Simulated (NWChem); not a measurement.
System: Si₂H₄SF₂; SMILES [SiH2](F)S[SiH2]F

Here is an NWChem input.

```
start job
memory heap 200 mb stack 900 mb global 1100 mb
geometry units angstroms
  Si    -1.916653    -0.014869     0.113614
  F     -1.642060     1.149098     1.190675
  S     -0.141839    -0.297827    -1.042496
  Si     1.406013    -0.117894     0.429933
  F      2.760867    -0.416807    -0.365458
  H     -2.214528    -1.176023     0.926928
  H     -2.927819     0.470641    -0.794224
  H      1.286219    -1.166091     1.422894
  H      1.508859     1.242619     0.908857
end
basis spherical
  * library def2-svp
end
dft
  xc pbe0
  iterations 150
end
driver
  maxiter 120
end
task dft optimize
task dft freq
```

Output (shortened):

```
             Northwest Computational Chemistry Package (NWChem) 7.3.0
             --------------------------------------------------------

 C1  symmetry detected

                             Geometry "geometry" -> ""
                             -------------------------

 Output coordinates in angstroms (scale by  1.889725989 to convert to a.u.)

  No.       Tag          Charge          X              Y              Z
 ---- ---------------- ---------- -------------- -------------- --------------
    1 Si                  14.0000    -0.28903922    -1.85658542    -0.23558133
    2 F                    9.0000     1.20941378    -1.93962826     0.34581646
    3 S                   16.0000    -1.07763654     0.08039056     0.20357537
    4 Si                  14.0000     0.60880623     1.35834614    -0.14140171
    5 F                    9.0000     0.04891517     2.83976411     0.08119206
    6 H                    1.0000    -0.11892646    -2.05296962    -1.66070682
    7 H                    1.0000    -1.08847198    -2.80486400     0.50199679
    8 H                    1.0000     1.02093227     1.29137144    -1.52873931
    9 H                    1.0000     1.62695201     1.15434037     0.86492922

 Effective nuclear repulsion energy (a.u.)     370.7053375275

                                Z-matrix (autoz)
                                --------

 Units are Angstrom for bonds and degrees for angles

      Type          Name      I     J     K     L     M      Value
      ----------- --------  ----- ----- ----- ----- ----- ----------
    1 Stretch                  1     2                       1.60943
    2 Stretch                  1     3                       2.13697
    3 Stretch                  1     6                       1.44862
    4 Stretch                  1     7                       1.44303
    5 Stretch                  3     4                       2.14389
    6 Stretch                  4     5                       1.59926
    7 Stretch                  4     8                       1.44881
    8 Stretch                  4     9                       1.44601
    9 Bend                     1     3     4               102.53004
   10 Bend                     2     1     3               108.42791
   11 Bend                     2     1     6               103.83090
   12 Bend                     2     1     7               107.29211
   13 Bend                     3     1     6               111.61620
   14 Bend                     3     1     7               106.62848
   15 Bend                     3     4     5               104.73679
   16 Bend                     3     4     8               110.50518
   17 Bend                     3     4     9               110.96441
   18 Bend                     5     4     8               106.00309
   19 Bend                     5     4     9               106.27967
   20 Bend                     6     1     7               118.60780
   21 Bend                     8     4     9               117.36122
   22 Torsion                  1     3     4     5         176.42731
   23 Torsion                  1     3     4     8          62.67894
   24 Torsion                  1     3     4     9         -69.29306
   25 Torsion                  2     1     3     4          39.74662
   26 Torsion                  4     3     1     6         -74.02365
   27 Torsion                  4     3     1     7         154.99189

                           NWChem Geometry Optimization
                           ----------------------------

 maximum gradient threshold         (gmax) =   0.000450
 rms gradient threshold             (grms) =   0.000300
 maximum cartesian step threshold   (xmax) =   0.001800
 rms cartesian step threshold       (xrms) =   0.001200
 fixed trust radius                (trust) =   0.300000
 source of zmatrix                         =   autoz

          -------------------
          Energy Minimization
          -------------------

 Using diagonal initial Hessian
 Scaling for Hessian diagonals: bonds = 1.00  angles = 0.25  torsions = 0.10

          --------
          Step   0

                                 NWChem DFT Module
                                 -----------------

 Summary of "ao basis" -> "ao basis" (spherical)
 ------------------------------------------------------------------------------
       Tag                 Description            Shells   Functions and Types
 ---------------- ------------------------------  ------  ---------------------
 Si                         def2-svp                 8       18   4s3p1d
 F                          def2-svp                 6       14   3s2p1d
 S                          def2-svp                 8       18   4s3p1d
 H                          def2-svp                 3        5   2s1p

            General Information
            -------------------
          SCF calculation type: DFT
          Wavefunction type:  closed shell.
          No. of atoms     :     9
          No. of electrons :    66
           Alpha electrons :    33
            Beta electrons :    33
          Charge           :     0
          Spin multiplicity:     1
          Use of symmetry is: off; symmetry adaption is: off
          Maximum number of iterations: 150
          AO basis - number of functions:   102
                     number of shells:    48
          Convergence on energy requested:  1.00D-06
          Convergence on density requested:  1.00D-05
          Convergence on gradient requested:  5.00D-04

              XC Information
              --------------
                         PBE0 Method XC Functional
                     Hartree-Fock (Exact) Exchange  0.250
          PerdewBurkeErnzerhof Exchange Functional  0.750
            Perdew 1991 LDA Correlation Functional  1.000 local
           PerdewBurkeErnz. Correlation Functional  1.000 non-local

             Grid Information
             ----------------
          Grid used for XC integration:  medium
          Radial quadrature: Mura-Knowles
          Angular quadrature: Lebedev.
          Tag              B.-S. Rad. Rad. Pts. Rad. Cut. Ang. Pts.
          ---              ---------- --------- --------- ---------
          Si                  1.10       88          11.0       590
          F                   0.50       49          13.0       434
          S                   1.00       88           9.0       590
          H                   0.35       45          12.0       434
          Grid pruning is: on
          Number of quadrature shells:   542
          Spatial weights used:  Erf1

      Superposition of Atomic Density Guess
      -------------------------------------

 Sum of atomic energies:       -1175.40654589

      Non-variational initial energy
      ------------------------------

 Total energy =   -1176.634032
 1-e energy   =   -2369.575555
 2-e energy   =     822.236185
 HOMO         =      -0.312461
 LUMO         =       0.037023

   convergence    iter        energy       DeltaE   RMS-Dens  Diis-err
 ---------------- ----- ----------------- --------- --------- ---------
 d= 0,ls=0.0,diis     1  -1178.2723547238 -1.55D+03  1.54D-02  8.92D-01
 d= 0,ls=0.0,diis     2  -1178.2249559360  4.74D-02  7.85D-03  1.69D+00
 d= 0,ls=0.0,diis     3  -1178.3778115828 -1.53D-01  1.20D-03  1.89D-02
 d= 0,ls=0.0,diis     4  -1178.3791096831 -1.30D-03  5.45D-04  2.84D-03
 d= 0,ls=0.0,diis     5  -1178.3795065733 -3.97D-04  1.39D-04  1.38D-04
  Resetting Diis
 d= 0,ls=0.0,diis     6  -1178.3795278403 -2.13D-05  2.43D-05  3.62D-06
 d= 0,ls=0.0,diis     7  -1178.3795283928 -5.52D-07  7.69D-06  2.87D-07

         Total DFT energy =    -1178.379528392786
      One electron energy =    -2371.951174736952
           Coulomb energy =      912.404385448233
    Exchange-Corr. energy =      -89.538076631575
 Nuclear repulsion energy =      370.705337527507

 Numeric. integr. density =       66.000011357948

                       DFT Final Molecular Orbital Analysis
                       ------------------------------------

[...]

      ----------------------
      Optimization converged
      ----------------------

  Step       Energy      Delta E   Gmax     Grms     Xrms     Xmax
  ---- ---------------- -------- -------- -------- -------- --------
@   18   -1178.38817771  4.5D-09  0.00001  0.00000  0.00037  0.00077
                                     ok       ok       ok       ok

                                Z-matrix (autoz)
                                --------

 Units are Angstrom for bonds and degrees for angles

      Type          Name      I     J     K     L     M      Value     Gradient
      ----------- --------  ----- ----- ----- ----- ----- ---------- ----------
    1 Stretch                  1     2                       1.62217   -0.00000
    2 Stretch                  1     3                       2.13710    0.00001
    3 Stretch                  1     6                       1.48564    0.00000
    4 Stretch                  1     7                       1.48292   -0.00000
    5 Stretch                  3     4                       2.13709    0.00000
    6 Stretch                  4     5                       1.62217   -0.00001
    7 Stretch                  4     8                       1.48564    0.00000
    8 Stretch                  4     9                       1.48292    0.00000
    9 Bend                     1     3     4                98.79370    0.00000
   10 Bend                     2     1     3               110.48519   -0.00000
   11 Bend                     2     1     6               107.11998    0.00000
   12 Bend                     2     1     7               108.36258    0.00000
   13 Bend                     3     1     6               110.62633    0.00000
   14 Bend                     3     1     7               106.77635   -0.00000
   15 Bend                     3     4     5               110.48370    0.00000
   16 Bend                     3     4     8               110.62124   -0.00000
   17 Bend                     3     4     9               106.78279    0.00000
   18 Bend                     5     4     8               107.12281    0.00000
   19 Bend                     5     4     9               108.35821   -0.00000
   20 Bend                     6     1     7               113.46986   -0.00000
   21 Bend                     8     4     9               113.47135    0.00000
   22 Torsion                  1     3     4     5          82.23088    0.00000
   23 Torsion                  1     3     4     8         -36.21829    0.00000
   24 Torsion                  1     3     4     9        -160.13427    0.00000
   25 Torsion                  2     1     3     4          82.15624   -0.00000
   26 Torsion                  4     3     1     6         -36.29355   -0.00000
   27 Torsion                  4     3     1     7        -160.20661   -0.00000

                         Geometry "geometry" -> "geometry"
                         ---------------------------------

 Output coordinates in angstroms (scale by  1.889725989 to convert to a.u.)

  No.       Tag          Charge          X              Y              Z
 ---- ---------------- ---------- -------------- -------------- --------------
    1 Si                  14.0000    -0.29484029    -1.75146091    -0.29144387
    2 F                    9.0000     1.13452625    -2.51826891    -0.27297423
    3 S                   16.0000    -0.32857822    -0.19685108     1.17458227
    4 Si                  14.0000     0.67841763     1.32412213     0.06114331
    5 F                    9.0000    -0.35711227     2.07947877    -0.93311251
    6 H                    1.0000    -0.47173075    -1.18886643    -1.65501522
    7 H                    1.0000    -1.35023172    -2.72132603     0.08878263
    8 H                    1.0000     1.74560456     0.73239422    -0.78625412
    9 H                    1.0000     1.18489007     2.31094356     1.04537248

 Effective nuclear repulsion energy (a.u.)     369.8048557930

                Final and change from initial internal coordinates
                --------------------------------------------------

                                Z-matrix (autoz)
                                --------

 Units are Angstrom for bonds and degrees for angles

[...]

 Rotational Constants
 --------------------
 A=   0.143095 cm-1  (  0.205877 K)
 B=   0.042724 cm-1  (  0.061470 K)
 C=   0.040055 cm-1  (  0.057629 K)

 Temperature                      =   298.15K
 frequency scaling parameter      =   1.0000

 Zero-Point correction to Energy  =   27.255 kcal/mol  (  0.043434 au)
 Thermal correction to Energy     =   31.946 kcal/mol  (  0.050909 au)
 Thermal correction to Enthalpy   =   32.538 kcal/mol  (  0.051853 au)

 Total Entropy                    =   89.466 cal/mol-K
   - Translational                =   40.481 cal/mol-K (mol. weight = 129.9540)
   - Rotational                   =   28.266 cal/mol-K (symmetry #  =        1)
   - Vibrational                  =   20.719 cal/mol-K

 Cv (constant volume heat capacity) =   24.224 cal/mol-K
   - Translational                  =    2.979 cal/mol-K
   - Rotational                     =    2.979 cal/mol-K
   - Vibrational                    =   18.265 cal/mol-K

[normal modes left out]

 ----------------------------------------------------------------------------
 Normal Eigenvalue ||           Projected Infra Red Intensities
  Mode   [cm**-1]  || [atomic units] [(debye/angs)**2] [(KM/mol)] [arbitrary]
 ------ ---------- || -------------- ----------------- ---------- -----------
    1       -0.000 ||    0.000009           0.000         0.008       0.001
    2        0.000 ||    0.000001           0.000         0.001       0.000
    3        0.000 ||    0.000001           0.000         0.001       0.000
    4        0.000 ||    0.000002           0.000         0.002       0.000
    5        0.000 ||    0.000006           0.000         0.006       0.001
    6        0.000 ||    0.000001           0.000         0.001       0.000
    7       35.394 ||    0.003009           0.069         2.934       0.511
    8       43.390 ||    0.001987           0.046         1.937       0.337
    9      119.247 ||    0.000583           0.013         0.568       0.099
   10      230.537 ||    0.003426           0.079         3.339       0.581
   11      250.771 ||    0.016877           0.389        16.453       2.864
   12      500.918 ||    0.008217           0.190         8.011       1.394
   13      520.021 ||    0.080791           1.864        78.759      13.710
   14      580.668 ||    0.090562           2.089        88.284      15.368
   15      653.453 ||    0.045367           1.047        44.226       7.698
   16      744.865 ||    0.021491           0.496        20.950       3.647
   17      760.939 ||    0.016361           0.377        15.950       2.776
   18      872.705 ||    0.099096           2.286        96.604      16.816
   19      874.437 ||    0.001021           0.024         0.995       0.173
   20      889.050 ||    0.419523           9.679       408.972      71.190
   21      943.469 ||    0.075778           1.748        73.872      12.859
   22      952.173 ||    0.112042           2.585       109.224      19.013
   23      954.269 ||    0.256395           5.915       249.946      43.508
   24     2272.846 ||    0.063372           1.462        61.778      10.754
   25     2277.620 ||    0.056082           1.294        54.672       9.517
   26     2297.875 ||    0.144336           3.330       140.706      24.493
   27     2299.672 ||    0.074775           1.725        72.895      12.689
 ----------------------------------------------------------------------------
```

Level: PBE0/def2-SVP. The printed entropy takes a lower symmetry number than the molecule has.
